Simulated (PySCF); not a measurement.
In(F)(Et)(OH) (C2H6FInO), SMILES C[CH2][In]([OH])[F].

Geometry optimised at B3LYP-D3(BJ)/def2-SVP. The structure was generated by enumeration; whether it is a known compound was not checked. The def2 effective core potentials stand for the cores of In; spin–orbit coupling is left out. One conformer was computed; it need not be the lowest.

Computed with TDA-PBE0/def2-SVPD (PySCF).

Vertical excitations. Isolated molecule, no solvent.

```tsv
state	energy (eV)	λ (nm)	f	main pairs
S1	5.50	225	0.020	HOMO−1→LUMO 97 %
S2	5.84	212	0.022	HOMO→LUMO+1 95 %
S3	5.85	212	0.227	HOMO→LUMO 72 %, HOMO−1→LUMO+1 19 %
S4	6.55	189	0.137	HOMO−1→LUMO+1 47 %, HOMO−2→LUMO 23 %, HOMO→LUMO 17 %
S5	6.83	181	0.004	HOMO−3→LUMO 74 %, HOMO→LUMO+2 11 %
S6	6.91	179	0.019	HOMO−4→LUMO 93 %
S7	7.18	173	0.055	HOMO→LUMO+2 57 %, HOMO−3→LUMO 15 %, HOMO−2→LUMO 14 %
S8	7.30	170	0.030	HOMO−2→LUMO+1 95 %
S9	7.36	168	0.100	HOMO−2→LUMO 39 %, HOMO→LUMO+2 25 %, HOMO−1→LUMO+1 18 %, HOMO−4→LUMO+1 10 %
S10	7.46	166	0.000	HOMO−3→LUMO+1 94 %
T1	4.48	277	0	HOMO→LUMO 95 %
T2	5.04	246	0	HOMO−1→LUMO 94 %
T3	5.49	226	0	HOMO→LUMO+1 98 %
T4	5.78	215	0	HOMO−1→LUMO+1 81 %, HOMO−2→LUMO 14 %
```
Triplets are in the Tamm–Dancoff approximation.
